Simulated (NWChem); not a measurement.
System: CdHSeBr; SMILES [SeH][Cd][Br]

Parts of the log:

```
             Northwest Computational Chemistry Package (NWChem) 7.3.0
             --------------------------------------------------------

                             Geometry "geometry" -> ""
                             -------------------------

 Output coordinates in angstroms (scale by  1.889725989 to convert to a.u.)

  No.       Tag          Charge          X              Y              Z
 ---- ---------------- ---------- -------------- -------------- --------------
    1 Cd                  48.0000     0.21889400     0.09448800    -0.00716400
    2 Br                  35.0000    -0.09943700    -2.30341500     0.00695400
    3 Se                  34.0000     0.55564300     2.52400700    -0.02059500
    4 H                    1.0000    -0.90016600     2.75284900    -0.00991600

 Effective nuclear repulsion energy (a.u.)     873.5070763452

                                 NWChem DFT Module
                                 -----------------

 Summary of "ao basis" -> "ao basis" (spherical)
 ------------------------------------------------------------------------------
       Tag                 Description            Shells   Functions and Types
 ---------------- ------------------------------  ------  ---------------------
 Cd                        def2-svpd                12       34   5s4p2d1f
 Br                        def2-svpd                15       41   6s5p4d
 Se                        def2-svpd                15       41   6s5p4d
 H                         def2-svpd                 4        8   2s2p

            General Information
            -------------------
          SCF calculation type: DFT
          Wavefunction type:  closed shell.
          No. of atoms     :     4
          No. of electrons :    90
           Alpha electrons :    45
            Beta electrons :    45
          Charge           :     0
          Spin multiplicity:     1
          Use of symmetry is: off; symmetry adaption is: off
          Maximum number of iterations: 150
          AO basis - number of functions:   124
                     number of shells:    46
          Convergence on energy requested:  1.00D-06
          Convergence on density requested:  1.00D-05
          Convergence on gradient requested:  5.00D-04

              XC Information
              --------------
                         PBE0 Method XC Functional
                     Hartree-Fock (Exact) Exchange  0.250
          PerdewBurkeErnzerhof Exchange Functional  0.750
            Perdew 1991 LDA Correlation Functional  1.000 local
           PerdewBurkeErnz. Correlation Functional  1.000 non-local

             Grid Information
             ----------------
          Grid used for XC integration:  medium
          Radial quadrature: Mura-Knowles
          Angular quadrature: Lebedev.
          Tag              B.-S. Rad. Rad. Pts. Rad. Cut. Ang. Pts.
          ---              ---------- --------- --------- ---------
          Cd                  1.55      123          12.0       590
          Br                  1.15      112          16.0       590
          Se                  1.15      112          16.0       590
          H                   0.35       45          15.0       434
          Grid pruning is: on
          Number of quadrature shells:   392
          Spatial weights used:  Erf1

      Superposition of Atomic Density Guess
      -------------------------------------

 Sum of atomic energies:       -5164.07485274

      Non-variational initial energy
      ------------------------------

 Total energy =   -5139.386316
 1-e energy   =   -8118.109090
 2-e energy   =    2530.127811
 HOMO         =      -0.296050
 LUMO         =      -0.049941

   convergence    iter        energy       DeltaE   RMS-Dens  Diis-err
 ---------------- ----- ----------------- --------- --------- ---------
 d= 0,ls=0.0,diis     1  -5142.8908149539 -5.59D+03  1.03D-02  4.05D-01
 d= 0,ls=0.0,diis     2  -5142.8934670035 -2.65D-03  5.45D-03  3.75D-01
 d= 0,ls=0.0,diis     3  -5142.9401948322 -4.67D-02  1.26D-03  2.00D-02
 d= 0,ls=0.0,diis     4  -5142.9425229877 -2.33D-03  2.67D-04  1.23D-03
 d= 0,ls=0.0,diis     5  -5142.9426665072 -1.44D-04  5.54D-05  4.45D-05
  Resetting Diis
 d= 0,ls=0.0,diis     6  -5142.9426715387 -5.03D-06  1.22D-05  2.77D-06
 d= 0,ls=0.0,diis     7  -5142.9426717990 -2.60D-07  7.76D-06  1.41D-07

         Total DFT energy =    -5142.942671798994
      One electron energy =    -8118.837614714395
           Coulomb energy =     2721.077272814555
    Exchange-Corr. energy =     -193.777292561478
 Nuclear repulsion energy =      448.594962662324

 Numeric. integr. density =       90.000018917435

                       DFT Final Molecular Orbital Analysis
                       ------------------------------------

[...]

 DFT Linear Response polarizability / au
 Frequency  =       0.0000000 / au
              X              Y              Z
 -----------------------------------------------
 X      65.1535730      6.6733840     -0.0244452
 Y       6.6732903    126.9194627     -0.3338905
 Z      -0.0244469     -0.3338902     65.9472336
 -----------------------------------------------
 Eigenvalues =      64.4407023    127.6340657     65.9455013
 Isotropic   =      86.0067564
 Anisotropic =      62.4545617
 -----------------------------------------------

 Magnetic Dipole Response Matrix (nonzero elements):

 Exiting AOResponse driver routine
```

Level: PBE0/def2-SVPD with def2 effective core potentials on Cd. The geometry was optimised at PBE0/def2-SVP. No frequency run checked for a minimum. def2 effective core potentials on Cd; no spin-orbit coupling.

**Question.** Reconstruct the input file.

**Answer.** Several could match; the one computed here: the input that was run:
```
start job
memory heap 200 mb stack 900 mb global 1100 mb
geometry units angstroms noautosym nocenter noautoz
  Cd     0.218894     0.094488    -0.007164
  Br    -0.099437    -2.303415     0.006954
  Se     0.555643     2.524007    -0.020595
  H     -0.900166     2.752849    -0.009916
end
basis spherical
  * library def2-svpd
end
ecp
  Cd library def2-ecp
end
dft
  xc pbe0
  iterations 150
end
property
  response 1 0.0
end
task dft property
```
